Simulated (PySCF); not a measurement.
# Finite-field polarisability of Ne (neon, neutral)

[Ne], closed-shell 1S. Computed with PySCF 2.14 in aug-cc-pVQZ, with the non-relativistic Hamiltonian (point nucleus). Frozen: 1s2. Energy changes in a uniform field (μhartree):

```csv
axis,F (au),HF,MP2,CCSD,CCSD(T)
x,0.0093,-100.729,-113.320,-110.475,-112.224
x,0.0186,-403.061,-453.492,-442.096,-449.109
```

(1) Derive α along x at CCSD(T) from the two fields.

(2) And the mean polarisability at each level?

## Answers

(1) With ΔE = −αF²/2 − γF⁴/24, α = −(16 ΔE(F) − ΔE(2F))/(6F²) = 2.595 bohr³.

(2) HF 2.329, MP2 2.620, CCSD 2.554, CCSD(T) 2.595 bohr³. Reference: 2.661 bohr³ (recommended; Schwerdtfeger and Nagle, table of static dipole polarizabilities (2023 update)).
